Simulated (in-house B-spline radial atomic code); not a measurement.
The numbers below are computed, except where a source is named.
## Weak and strong correlation along the adiabatic connection

Two-electron singlets in several external potentials (atomic units), by full CI in B-splines with partial waves to l = 8 (correlation energies up to 0.6 % small). The repulsion is scaled by λ at fixed density; W(λ) is the mean repulsion less the Hartree energy, W(0) = E_x, and the area under W from 0 to 1 is E_xc.

One system gave this curve:

```csv
λ,W (hartree)
0,-0.29908
0.02,-0.30091
0.05,-0.30355
0.12,-0.30926
0.25,-0.31845
0.4,-0.32723
0.6,-0.33669
0.8,-0.34427
1,-0.35048
1.4,-0.36006
2,-0.36999
3,-0.38042
4.5,-0.38955
7,-0.39794
```

Question: Which system is it?
A. ω²r²/2 − Z/r, ω = 0.107, Z = 0.5
B. −Z exp(−kr)/r, Z = 8.56, k = 3.71
C. −Z/r, Z = 2.25
D. empty sphere, radius 0.806 bohr

Answer: A. The exchange energy sets the size: ω²r²/2 − Z/r, ω = 0.107, Z = 0.5: E_x = -0.299, E_c = -0.0307; −Z exp(−kr)/r, Z = 8.56, k = 3.71: E_x = -4.42, E_c = -0.0468; empty sphere, radius 0.806 bohr: E_x = -2.19, E_c = -0.0516; −Z/r, Z = 2.25: E_x = -1.18, E_c = -0.0424 hartree.
